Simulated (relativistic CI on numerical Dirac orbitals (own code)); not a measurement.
Spin-allowed bands of a d2 ion in an octahedral site, by hand

Problem. Take Δ = 19050 cm⁻¹ and B = 740 cm⁻¹ for a d2 ion in an octahedral site. Calculate the three spin-allowed bands.

Working.
1. The terms of highest spin are 3F (energy 0) and 3P (15B = 11100 cm⁻¹). Here the F term splits into A2 at +1.2Δ = 22860, T2 at +0.2Δ = 3810 and T1 at −0.6Δ = -11430 cm⁻¹.
2. The two T1 states mix through the element 0.4Δ: H = [[-11430, 7620], [7620, 11100]], with roots ½(H₁₁ + H₂₂) ∓ ½√[(H₂₂ − H₁₁)² + 4H₁₂²] = ½(-330) ∓ ½(27200) = -13765 and 13435 cm⁻¹.
3. The ground term is 3T1 at -13765 cm⁻¹.
4. Bands: 3T2 17575 cm⁻¹ (569 nm), 3T1(P) 27200 cm⁻¹ (368 nm), 3A2 36625 cm⁻¹ (273 nm).

Check. Exact diagonalisation of the whole d2 shell with these parameters gives 3T2 17575, 3T1 27200, 3A2 36625 cm⁻¹. The match is exact, since without spin-orbit coupling no other term has this spin. The ratio of the second band to the first, 1.548, depends on Δ/B = 25.7 alone, which is how a Tanabe-Sugano diagram is read.
